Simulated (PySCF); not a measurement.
## Two-component Hartree-Fock for In²⁺ (indium, charge +2)

Start: [Kr] 4d10 5s1; 5s1/2 filled at m_j = +1/2. Calculated with PySCF 2.14 in x2c-TZVPall-2c: generalised Hartree-Fock with the X2C-1e Hamiltonian and a Gaussian nucleus; one run each with spin-orbit coupling (SO) switched off, then screened by Boettger's factors.

```csv
spinor shell,electrons,"ε, spin-free (eV)","ε, screened SO (eV)",weight of nominal j (screened SO),"rms radius, screened SO (bohr)"
1s1/2,2,-28099.5,-28097.0,1.000,0.0340
2s1/2,2,-4313.2,-4312.5,1.000,0.139
2p1/2,2,-3866.1,-4012.3,1.000,0.120
2p3/2,4,-3866.1,-3799.2,1.000,0.125
3s1/2,2,-871.84,-871.67,1.000,0.371
3p1/2,2,-721.81,-749.09,1.000,0.365
3d3/2,4,-489.51,-494.20,1.000,0.350
3d5/2,6,-489.51,-486.23,1.000,0.353
4s1/2,2,-162.04,-162.02,1.000,0.908
4p1/2,2,-115.11,-119.92,1.000,0.970
4p3/2,4,-115.11,-112.91,1.000,1.00
4d3/2,4,-45.249,-45.833,0.990,1.25
4d5/2,6,-45.249,-44.854,0.994,1.26
5s1/2,1,-26.810,-26.812,1.000,2.57
```

**Question.** Where does 3p3/2 lie, and what is the 3p spin-orbit splitting (screened SO)?

**Answer.** At -709.27 eV, 39.821 eV above 3p1/2.

```tsv
quantity	spin-free	screened SO
E (hartree)	-5876.80506	-5878.08778
M_J	1/2	1/2
⟨J²⟩	0.751	0.751
⟨L²⟩	0.000	0.017
⟨S²⟩	0.751	0.767
```

Each row is a mean over spinors that exchange with the open shell spreads, by up to 0.377 eV (4s1/2).

Breit and QED terms are absent; they matter most for the inner s and p1/2 levels.

Densities and radii are taken from the X2C orbitals without a picture-change correction, which distorts them close to the nucleus.

Without spin-orbit coupling the j labels of p, d and f shells carry no meaning; the spin-free column gives the mean over the occupied spinors of each nl shell.
